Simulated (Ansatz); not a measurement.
Q: Name a neutral molecule of Cl, O, Si and H with size of the dipole moment (PBE/def2-TZVPP) between 1.05 and 1.35 D and LUMO energy (B3LYP/def2-TZVPP) between -0.40 and -0.10 eV (Ansatz, PBE0-D4/def2-TZVP geometry).

A: `Cl[SiH2]O[SiH2]Cl` (1.22 D, -0.16 eV). Other molecules can fit too; these were computed, each in one conformer that needn't be the lowest.

B3LYP here is the variant with VWN-RPA as its local correlation; programs differ in this.
